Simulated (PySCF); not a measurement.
## Shieldings and the share of exact exchange

Molecule: SMILES FC1=CC=[O+][AlH2-][O]1, C$_{3}$H$_{4}$AlFO$_{2}$.

Geometry (Å), atoms numbered from 1 in this order:
```xyz
11

F    -2.0086   -1.7546   -0.3803
C    -1.0130   -0.9209   -0.1925
C    -1.3265    0.4460   -0.1773
C    -0.3186    1.3826    0.0225
O     0.9131    1.1310    0.1984
Al    1.7492   -0.5296    0.2294
O     0.1072   -1.4402   -0.0468
H    -2.3582    0.7603   -0.3200
H    -0.5968    2.4498    0.0330
H     2.6324   -0.7041   -1.0747
H     2.2485   -0.8503    1.6984
```

GIAO shieldings (ppm, equivalent atoms averaged) in PySCF on the PBE0-D3(BJ)/def2-SVP geometry, basis pcSseg-1, gas phase, non-relativistic:

| functional | exact exchange (%) | σ(F1) | σ(C3) | σ(O5) | σ(O7) |
| --- | --- | --- | --- | --- | --- |
| BP86 | 0 | 150.3 | 90.5 | 22.6 | 70.0 |
| PBE0 | 25 | 169.3 | 95.8 | 33.3 | 75.0 |
| mPW1PW91 | 25 | 169.9 | 94.9 | 33.4 | 74.6 |
| BHandHLYP | 50 | 188.3 | 97.1 | 44.3 | 79.8 |
| HF | 100 | 217.8 | 110.5 | 79.2 | 102.8 |

Q: Fit each shielding as a line in the percentage of exact exchange.

A: σ(F1) = 152.3 + 0.67 x (rms 1.6 ppm); σ(C3) = 90.0 + 0.19 x (rms 1.4 ppm); σ(O5) = 19.7 + 0.57 x (rms 2.5 ppm); σ(O7) = 67.1 + 0.33 x (rms 2.5 ppm). The functionals also differ in their semilocal parts, which the line can't hold; Hartree–Fock has no correlation at all.

Q: What does the line predict for B3LYP (20 %), and what does the run give?

A: σ(F1): 165.7 predicted, 166.4 computed; σ(C3): 93.8 predicted, 90.3 computed; σ(O5): 31.1 predicted, 26.5 computed; σ(O7): 73.7 predicted, 70.0 computed ppm.
